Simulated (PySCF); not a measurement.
PySCF input for ClGe, SMILES [Cl][Ge] (connectivity only; charge and spin as stated), charge +1, multiplicity 1, TDDFT-LC-ωPBE/def2-TZVPD. Geometry optimised at B3LYP-D3(BJ)/def2-TZVP. The spin state was assumed, not searched.

```python
import numpy as np
from pyscf import gto, scf, dft, tdscf

mol = gto.M(
    atom='''
    Cl    0.00000000    0.00000000   -1.35630350
    Ge    0.00000000    0.00000000    0.72053623
    ''',
    basis='def2-TZVPD',
    charge=1,
    spin=0,
    symmetry=True,
    symmetry_subgroup='C2v',
    max_memory=1600,
    verbose=4,
)
mf = dft.RKS(mol, xc='lc_wpbe').density_fit(auxbasis='def2-universal-jkfit')
mf.grids.level = 3
mf.conv_tol = 1e-9
mf.max_cycle = 100
mf.kernel()
mf.grids = dft.Grids(mol).set(level=1).build(with_non0tab=True)  # coarser grid for the response kernel
td = tdscf.TDDFT(mf)
td.singlet = True
td.nstates = 10
td.conv_tol = 1e-4
td.kernel(x0=td.get_init_guess(mf, 15))
td.analyze()
tt = tdscf.TDA(mf)
tt.singlet = False
tt.nstates = 4
tt.conv_tol = 1e-4
tt.kernel(x0=tt.get_init_guess(mf, 9))
tt.analyze(verbose=3)
```

Program output:

```
PySCF version 2.14.0

[INPUT] verbose = 4
[INPUT] num. atoms = 2
[INPUT] num. electrons = 48
[INPUT] charge = 1
[INPUT] spin (= nelec alpha-beta = 2S) = 0
[INPUT] symmetry True subgroup C2v
[INPUT] Mole.unit = angstrom
[INPUT] Symbol           X                Y                Z      unit          X                Y                Z       unit  Magmom
[INPUT]  1 Cl     0.000000000000   0.000000000000  -1.356303500000 AA    0.000000000000   0.000000000000  -2.563042156789 Bohr   0.0
[INPUT]  2 Ge     0.000000000000   0.000000000000   0.720536230000 AA    0.000000000000   0.000000000000   1.361616137527 Bohr   0.0

nuclear repulsion = 138.610793400259
point group symmetry = Coov, use subgroup C2v
symmetry origin: [ 0.00000000e+00  0.00000000e+00 -5.39921762e-09]
symmetry axis x: [1. 0. 0.]
symmetry axis y: [0. 1. 0.]
symmetry axis z: [0. 0. 1.]
num. orbitals of irrep A1 = 44
num. orbitals of irrep A2 = 10
num. orbitals of irrep B1 = 23
num. orbitals of irrep B2 = 23
number of shells = 34
number of NR pGTOs = 178
number of NR cGTOs = 100
basis = def2-TZVPD
ecp = {}


[settings echo left out]
init E= -2536.15892033178
HOMO (A1) = -0.365369063413777  LUMO (B1) = -0.0777047553398535  gap/eV = 7.82774
cycle= 1 E= -2536.42712184016  delta_E= -0.268  |g|= 0.814  |ddm|= 1.26
HOMO (B2) = -0.667406349862437  LUMO (B1) = -0.344815176070792  gap/eV = 8.77815
cycle= 2 E= -2536.44724386128  delta_E= -0.0201  |g|= 0.909  |ddm|= 1.11
HOMO (A1) = -0.702184574673382  LUMO (B2) = -0.290882522812341  gap/eV = 11.19210
cycle= 3 E= -2536.5287549956  delta_E= -0.0815  |g|= 0.0464  |ddm|= 0.443
HOMO (A1) = -0.688991035031403  LUMO (B2) = -0.272874267178212  gap/eV = 11.32311
cycle= 4 E= -2536.52916161666  delta_E= -0.000407  |g|= 0.0126  |ddm|= 0.0548
HOMO (A1) = -0.687800016569184  LUMO (B2) = -0.269694120781537  gap/eV = 11.37724
cycle= 5 E= -2536.52920584202  delta_E= -4.42e-05  |g|= 0.00373  |ddm|= 0.019
HOMO (A1) = -0.68740661972533  LUMO (B2) = -0.269643475198855  gap/eV = 11.36791
cycle= 6 E= -2536.52921085623  delta_E= -5.01e-06  |g|= 0.00101  |ddm|= 0.0073
HOMO (A1) = -0.687489913586109  LUMO (B1) = -0.269603086510337  gap/eV = 11.37128
cycle= 7 E= -2536.529211116  delta_E= -2.6e-07  |g|= 0.000522  |ddm|= 0.00168
HOMO (A1) = -0.687507053632974  LUMO (B1) = -0.269665189421696  gap/eV = 11.37006
cycle= 8 E= -2536.5292112762  delta_E= -1.6e-07  |g|= 0.000116  |ddm|= 0.000961
HOMO (A1) = -0.687493872663161  LUMO (B2) = -0.269664253274152  gap/eV = 11.36972
cycle= 9 E= -2536.52921129232  delta_E= -1.61e-08  |g|= 2.42e-05  |ddm|= 0.000383
HOMO (A1) = -0.687494370273548  LUMO (B1) = -0.269665749876291  gap/eV = 11.36970
cycle= 10 E= -2536.52921129283  delta_E= -5.06e-10  |g|= 3.22e-06  |ddm|= 7.06e-05
HOMO (A1) = -0.687493565623196  LUMO (B1) = -0.26966544759695  gap/eV = 11.36968
Extra cycle  E= -2536.52921129283  delta_E= -4.09e-12  |g|= 1.64e-06  |ddm|= 6.21e-06
converged SCF energy = -2536.52921129283
tot grids = 13736


******** <class 'pyscf.tdscf.rks.TDDFT'> for <class 'pyscf.df.df_jk.DFSymAdaptedRKS'> ********
nstates = 10 singlet
deg_eia_thresh = 1.000e-03
wfnsym = None
conv_tol = 0.0001
eigh lindep = 1e-12
eigh level_shift = 0
eigh max_cycle = 100


Excitation energies (eV)
[ 5.2824969   5.2824969   5.56135429  5.7021861   5.70221744  6.87376957
  9.13120968  9.13120968 10.38859084 11.188483  ]

** Singlet excitation energies and oscillator strengths **
Excited State   1:   B1      5.28250 eV    234.71 nm  f=0.0407
      24 -> 25       -0.70434
Excited State   2:   B2      5.28250 eV    234.71 nm  f=0.0407
      24 -> 26        0.70434
Excited State   3:   A2      5.56135 eV    222.94 nm  f=0.0000
      22 -> 26       -0.49616
      23 -> 25        0.49616
Excited State   4:   A1      5.70219 eV    217.43 nm  f=0.0000
      22 -> 25       -0.49648
      23 -> 26        0.49648
Excited State   5:   A2      5.70222 eV    217.43 nm  f=0.0000
      22 -> 26        0.49648
      23 -> 25        0.49648
Excited State   6:   A1      6.87377 eV    180.37 nm  f=0.0591
      22 -> 25        0.46397
      23 -> 26        0.46397
      24 -> 27       -0.24660
Excited State   7:   B1      9.13121 eV    135.78 nm  f=0.0081
      22 -> 27       -0.68239
      22 -> 34       -0.15604
Excited State   8:   B2      9.13121 eV    135.78 nm  f=0.0081
      23 -> 27        0.68239
      23 -> 34        0.15604
Excited State   9:   A1     10.38859 eV    119.35 nm  f=1.6502
      22 -> 25       -0.16991
      23 -> 26       -0.16991
      24 -> 27       -0.65105
Excited State  10:   B1     11.18848 eV    110.81 nm  f=0.0791
      21 -> 25       -0.63488
      22 -> 28        0.23997
      22 -> 34        0.11162

** Transition electric dipole moments (AU) **
state          X           Y           Z        Dip. S.      Osc.
  1        -0.5608     -0.0000     -0.0000      0.3144      0.0407
  2        -0.0000      0.5608     -0.0000      0.3144      0.0407
  3         0.0000     -0.0000     -0.0000      0.0000      0.0000
  4         0.0000      0.0000     -0.0000      0.0000      0.0000
  5        -0.0000     -0.0000     -0.0000      0.0000      0.0000
  6        -0.0000      0.0000      0.5922      0.3508      0.0591
  7         0.1903      0.0000     -0.0000      0.0362      0.0081
  8        -0.0000     -0.1903     -0.0000      0.0362      0.0081
  9         0.0000     -0.0000     -2.5463      6.4835      1.6502
 10        -0.5373      0.0000     -0.0000      0.2887      0.0791

** Transition velocity dipole moments (imaginary part, AU) **
state          X           Y           Z        Dip. S.      Osc.
  1        -0.1061     -0.0000     -0.0000      0.0112      0.0386
  2        -0.0000      0.1061     -0.0000      0.0112      0.0386
  3         0.0000     -0.0000      0.0000      0.0000      0.0000
  4         0.0000     -0.0000     -0.0000      0.0000      0.0000
  5        -0.0000     -0.0000      0.0000      0.0000      0.0000
  6        -0.0000     -0.0000      0.1525      0.0233      0.0614
  7         0.0632     -0.0000     -0.0000      0.0040      0.0079
  8         0.0000     -0.0632     -0.0000      0.0040      0.0079
  9         0.0000      0.0000     -0.9751      0.9509      1.6604
 10        -0.2220     -0.0000     -0.0000      0.0493      0.0799

** Transition magnetic dipole moments (imaginary part, AU) **
state          X           Y           Z
  1         0.0000      1.6442      0.0000
  2         1.6442      0.0000      0.0000
  3        -0.0000     -0.0000     -0.0000
  4         0.0000      0.0000      0.0000
  5        -0.0000      0.0000      0.0000
  6         0.0000      0.0000      0.0000
  7         0.0000     -0.1401     -0.0000
  8        -0.1401      0.0000      0.0000
  9        -0.0000     -0.0000     -0.0000
 10         0.0000      0.6821     -0.0000


******** <class 'pyscf.tdscf.rks.TDA'> for <class 'pyscf.df.df_jk.DFSymAdaptedRKS'> ********
nstates = 4 triplet
deg_eia_thresh = 1.000e-03
wfnsym = None
conv_tol = 0.0001
eigh lindep = 1e-12
eigh level_shift = 0
eigh max_cycle = 100


Excitation energies (eV)
[3.85683161 3.85683161 5.01494724 5.25055142]

** Triplet excitation energies and oscillator strengths **
Excited State   1:   B1      3.85683 eV    321.47 nm  f=0.0000
Excited State   2:   B2      3.85683 eV    321.47 nm  f=0.0000
Excited State   3:   A1      5.01495 eV    247.23 nm  f=0.0000
Excited State   4:   A1      5.25055 eV    236.14 nm  f=0.0000
```

The run converged.
